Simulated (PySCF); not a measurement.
Species: C₂H₆BFO.
Structure used (PBE0-D3(BJ)/def2-SVP), in Å, numbered top down from 1:
```
atom  x, y, z in Å
C1    -1.4015    1.0132   -0.4621
O2    -0.1992    0.7509    0.1873
C3     0.3485   -0.4904   -0.1341
B4     1.6905   -0.7568    0.6285
F5     2.3339   -1.8846    0.3663
H6    -1.2873    1.0122   -1.5654
H7    -1.7490    2.0076   -0.1484
H8    -2.1837    0.2697   -0.2054
H9     0.5333   -0.5970   -1.2286
H10   -0.3479   -1.3287    0.1090
H11    2.1746   -0.0117    1.4482
```

The closed-shell ground state was solved at several levels (PySCF, density fitting, gas phase, non-relativistic).

```
             level  basis functions  total energy (Eh)  HOMO (eV)  LUMO (eV)  gap (eV)  dipole (D)
BHandHLYP/pcSseg-2              264          -279.7460      -9.25       0.31      9.56        1.68
CAM-B3LYP/pcSseg-2              264          -279.7786      -9.15       0.37      9.52        1.65
        PBE0/6-31G               57          -279.3687      -7.35      -0.44      6.91        1.96
       B3LYP/pcJ-1              195          -279.7850      -7.33      -0.88      6.45        1.66
 mPW1PW91/pcSseg-2              264          -279.8119      -7.73      -0.70      7.03        1.62
     PBE0/pcSseg-2              264          -279.5699      -7.70      -0.70      7.00        1.62
  LC-wPBE/pcSseg-2              264          -279.7176     -10.44       1.64     12.08        1.68
       PBE0/STO-3G               31          -275.7509      -4.01       2.74      6.75        1.38
  wB97X-D/pcSseg-2              264          -279.7981      -9.60       1.23     10.83        1.63
```

Estimate the row for PBE0/def2-SVPD, a basis of 154 functions; the other rows only guide the guess.

Total energy -279.2637 Eh, HOMO -7.73 eV, LUMO -0.74 eV, gap 6.99 eV, dipole 1.67 D.

Over all these levels, which gives the widest orbital gap and which the narrowest?

LC-wPBE/pcSseg-2 (range-separated hybrid) has the widest, 12.08 eV, and B3LYP/pcJ-1 (global hybrid, 20 % exact exchange) the narrowest, 6.45 eV. Functional and basis both differ between the two, so the spread mixes both effects.

How much does the basis alone move the frontier levels among the 4 PBE0 rows (the withheld one included)?

The HOMO by 3.72 eV and the LUMO by 3.48 eV. By rising basis size (HOMO, LUMO in eV): STO-3G -4.01, 2.74; 6-31G -7.35, -0.44; def2-SVPD -7.73, -0.74; pcSseg-2 -7.70, -0.70.

How far do the dipole and the HOMO energy spread over the levels?

The dipole runs from 1.38 to 1.96 D (mean 1.66 D) and the HOMO from -10.44 to -4.01 eV.

One conformer stands for the species.

The pairwise dispersion term of wB97X-D wasn't added to the energies; at a given geometry it leaves orbitals and properties as they are.
